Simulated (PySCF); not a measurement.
Precursor series Zn Cl-NH2. Gas-phase values, no solvent. One relaxed conformer stands for each flexible species; it need not be the lowest.

The numbers are results of PBE-D3(BJ)/def2-TZVP // PBE-D3(BJ)/def2-SVP run with PySCF, not measurements. All candidates: neutral, multiplicity 1. 

```json
{
 "HOMO–LUMO gap": "4.29 eV",
 "HOMO": "-6.19 eV",
 "LUMO": "-1.90 eV"
}
```

Task: Name which member has these values.
A. [Zn(Cl)(NH2)]
B. [Zn(Cl)2]
C. [Zn(NH2)2]

Result: A, [Zn(Cl)(NH2)]. The others give [Zn(Cl)2]: 5.05 eV, -7.74 eV, -2.70 eV; [Zn(NH2)2]: 4.31 eV, -5.53 eV, -1.22 eV
